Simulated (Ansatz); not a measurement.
```yaml
crystal:
  periodic: [false, false, false]
  atoms:
    - {symbol: O, position_ang: [0.353067, -2.229038, 0.595418]}
    - {symbol: Sn, position_ang: [-1.768818, -1.396920, 0.821427]}
    - {symbol: O, position_ang: [-0.491542, 0.353441, 1.679037]}
    - {symbol: C, position_ang: [0.671533, 0.905503, 0.780862]}
    - {symbol: C, position_ang: [0.419589, 1.206033, -0.514454]}
    - {symbol: C, position_ang: [0.014803, 0.588889, -1.452810]}
    - {symbol: O, position_ang: [-1.366041, -0.376425, -0.911893]}
    - {symbol: H, position_ang: [0.222285, -3.149605, 0.570657]}
    - {symbol: H, position_ang: [1.008844, 1.706091, 1.533299]}
    - {symbol: H, position_ang: [1.235304, 1.933025, -0.876147]}
    - {symbol: H, position_ang: [-0.183162, 0.675623, -2.311229]}
basis:
  gaussian: {orbitals: def2-TZVPD}
hamiltonian: {xc: {name: r2SCANh}}
accuracy: high
output: {forces: true}
```

```sh
$ ansatz run in.yaml --threads 4 --pin off --events-out ev --progress --plain --max-ram 11315MiB
```

Shortened log:

```
Functional definition: r2SCANh
5483 factors; integrals over basis functions are off by at most 4.5e-9 eV
mean field evaluation 1: about -15120.6123 eV, gradient 1.0e2 eV
mean field evaluation 2: about -14898.7426 eV, gradient 2.7e2 eV
mean field evaluation 4: about -15133.6628 eV, gradient 6.4e1 eV
mean field evaluation 8: about -15141.8406 eV, gradient 1.2e1 eV
mean field evaluation 16: about -15142.2472 eV, gradient 2.5e-2 eV
mean field evaluation 32: about -15142.2472 eV, gradient 1.2e-7 eV
mean field -15142.24719222 eV, -556.4673205304 hartree, gradient 6.0e-8 eV, S^2 0.000000; 0 other end points of the search recorded, 0 dependent functions left out
reference -15142.24719350 eV, -556.4673205775 hartree; 34, 34 occupied and 289, 289 virtual orbitals, 5483 factors
Total energy: -15142.24719350 eV, -556.4673205775 hartree
Atom 0 at     0.353067    -2.229038     0.595418 Å, force    -2.137663     2.400006     0.469552 eV/Å
Atom 1 at    -1.768818    -1.396920     0.821427 Å, force     3.481367     0.519483    -0.644232 eV/Å
Atom 2 at    -0.491542     0.353441     1.679037 Å, force     4.984223     0.885791    -4.020017 eV/Å
Atom 3 at     0.671533     0.905503     0.780862 Å, force    -7.664497     0.557105     8.705515 eV/Å
Atom 4 at     0.419589     1.206033    -0.514454 Å, force     8.609287     6.304323     5.059687 eV/Å
Atom 5 at     0.014803     0.588889    -1.452810 Å, force    -8.471904    -9.678197     5.952601 eV/Å
Atom 6 at    -1.366041    -0.376425    -0.911893 Å, force     3.275393     1.846557    -2.166301 eV/Å
Atom 7 at     0.222285    -3.149605     0.570657 Å, force     0.012258    -1.958319    -0.065508 eV/Å
Atom 8 at     1.008844     1.706091     1.533299 Å, force     0.845314    -1.642101    -1.477987 eV/Å
Atom 9 at     1.235304     1.933025    -0.876147 Å, force    -0.906313    -0.316153     0.486515 eV/Å
Atom 10 at    -0.183162     0.675623    -2.311229 Å, force    -2.027465     1.081505   -12.299824 eV/Å
Dipole moment:     0.074611     0.574054    -0.286822 e Å
```

Hardware: 4 threads of an Intel Xeon 6975P-C on a shared host. Wall time 30 s, peak host memory 3.9 GiB.
